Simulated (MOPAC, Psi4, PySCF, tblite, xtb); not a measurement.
Dimer HBr ··· CH3F (SMILES Br and CF) at R = 4.21 Å between the centres of mass, closest contact 2.15 Å (lowest of the rigid-body minima from ten starts at GFN2-xTB). Geometry in Å and degrees:

```
F
C 1 1.3895
H 2 1.0907 1 108.77
H 2 1.0907 3 110.15 1 -119.14
H 2 1.0908 3 110.15 4 -121.69
H 1 2.1532 3 148.79 2 -179.31
Br 6 1.4248 3 164.41 2 -178.36
```

Levels: GFN2-xTB (tblite); SAPT0/jun-cc-pVDZ, frozen core (Psi4); PBE/def2-TZVP, counterpoise-corrected (Psi4); PBE-D3(BJ)/def2-TZVP, counterpoise-corrected (Psi4); wB97X-D/def2-TZVP, counterpoise-corrected (Psi4); HF/aug-cc-pVTZ, counterpoise-corrected (Psi4); MP2/aug-cc-pVTZ = DF-MP2/aug-cc-pVTZ, frozen core, counterpoise-corrected (Psi4); SCS-MP2/aug-cc-pVTZ = DF-SCS-MP2/aug-cc-pVTZ, frozen core, counterpoise-corrected (Psi4); PM6, restricted, heats of formation (MOPAC); AM1, restricted, heats of formation (MOPAC); GFN1-xTB (xtb); RKS-B3LYP/6-31G* = restricted B3LYP/6-31G*, spherical d, no counterpoise correction run with PySCF; RHF/3-21G = restricted Hartree-Fock/3-21G, no counterpoise correction run with PySCF 2.14.0; RKS-B3LYP/LANL2DZ = restricted B3LYP/LANL2DZ, with its core potentials past Ne, no counterpoise correction run with PySCF 2.14.0; RKS-M06-2X/6-31G* = restricted M06-2X/6-31G*, spherical d, no counterpoise correction run with PySCF 2.14.0.

Question: What interaction energy does each level give?

Answer: 
```json
[
 {"method": "RHF/3-21G", "E_int / kcal/mol": "-4.65"},
 {"method": "GFN2-xTB", "E_int / kcal/mol": "-4.02"},
 {"method": "RKS-M06-2X/6-31G*", "E_int / kcal/mol": "-3.59"},
 {"method": "RKS-B3LYP/6-31G*", "E_int / kcal/mol": "-3.39"},
 {"method": "RKS-B3LYP/LANL2DZ", "E_int / kcal/mol": "-3.37"},
 {"method": "SAPT0/jun-cc-pVDZ", "E_int / kcal/mol": "-3.22"},
 {"method": "MP2/aug-cc-pVTZ", "E_int / kcal/mol": "-2.65"},
 {"method": "PBE-D3(BJ)/def2-TZVP", "E_int / kcal/mol": "-2.47"},
 {"method": "SCS-MP2/aug-cc-pVTZ", "E_int / kcal/mol": "-2.26"},
 {"method": "wB97X-D/def2-TZVP", "E_int / kcal/mol": "-2.08"},
 {"method": "PBE/def2-TZVP", "E_int / kcal/mol": "-2.08"},
 {"method": "HF/aug-cc-pVTZ", "E_int / kcal/mol": "-1.78"},
 {"method": "AM1", "E_int / kcal/mol": "-1.71"},
 {"method": "GFN1-xTB", "E_int / kcal/mol": "-1.68"},
 {"method": "PM6", "E_int / kcal/mol": "0.61"}
]
```
